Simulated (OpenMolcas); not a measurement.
An OpenMolcas run meant for Ho2+ (ANO-R1, X2C; inactive shells 1s 2s 2p 3s 3p 3d 4s 4p 4d 5s 5p; intended active space 11 electrons in 7 orbitals (4f)). One step of its input:

```
&RASSCF
FileOrb=start.orb
Symmetry=2
Spin=4
nActEl=12 0 0
Inactive=15 12
Ras2=0 7
CIRoot=35 35 1
SDav=35
CIMx=300
Iter=56 100
PrWF=0.3
OrbListing=Nothing
MaxOrb=0
Atom
>>> COPY $Project.JobIph JOB001
```

Lines from the output:

```
--- SEWARD ---
Basis set label: HO.ANO-R...7S5P3D2F.

      Electronic valence basis set:
      ------------------
      Associated Effective Charge  67.000000 au
      Associated Actual Charge     67.000000 au
      Nuclear Model: Finite nucleus - Gaussian distribution
        Gaussian exponent, Xi/bohr**(-2):  1.58047E+08

      Shell  nPrim  nBasis  Cartesian Spherical Contaminant
         s      25       7        X
         p      19       5        X
         d      12       3                 X
         f      10       2                 X
                  Relativistic X2C integrals
                  Atomic mean-field integrals
--- RASSCF ---

 Nr of active orbitals     NAC=   7
 Spin degeneracy         ISPIN=   4
 There can be no such wave function.
 ************************************************
--- Stop Module: rasscf at  /rc=_RC_INPUT_ERROR_ ---
.####################.
.# User input error #.
.####################.
```

Question: What is wrong with the input?

Answer: nActEl holds one electron too many for this ion, which clashes with the multiplicity.
